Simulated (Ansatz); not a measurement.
Mulliken charges of CH₅GaSeSi, SMILES `[SiH3][CH]1[GaH][Se]1` from PBE/def2-TZVPP in Ansatz (PBE0-D4/def2-TZVP geometry).

| atom | x (Å) | y (Å) | z (Å) | charge (e) |
| --- | --- | --- | --- | --- |
| Si1 | -0.246 | 1.140 | -0.721 | 0.210 |
| C2 | -0.471 | -0.559 | -0.023 | -0.235 |
| Ga3 | 0.642 | -1.215 | 1.423 | 0.180 |
| Se4 | 0.930 | -1.899 | -0.736 | -0.168 |
| H5 | -0.336 | 1.149 | -2.207 | -0.053 |
| H6 | -1.284 | 2.060 | -0.174 | -0.065 |
| H7 | 1.095 | 1.655 | -0.329 | -0.059 |
| H8 | -1.470 | -0.983 | -0.100 | 0.129 |
| H9 | 1.140 | -1.349 | 2.867 | 0.060 |

Q: By hand: the dipole of these point charges (1 e Å = 4.8032 D).

A: Σ q r = (-0.066, -0.029, 0.541) e Å, of length 0.546 e Å = 2.62 D.

Q: How does the dipole of the full density compare? (Best estimate.)

A: Computed: (-0.118, -0.017, 0.452) e Å, 2.25 D; the point charges give 1.16 times that, at 8° from its direction.

Point charges leave out the atoms' own dipoles, such as those of lone pairs, and Mulliken's split depends on the basis, so the two needn't agree.
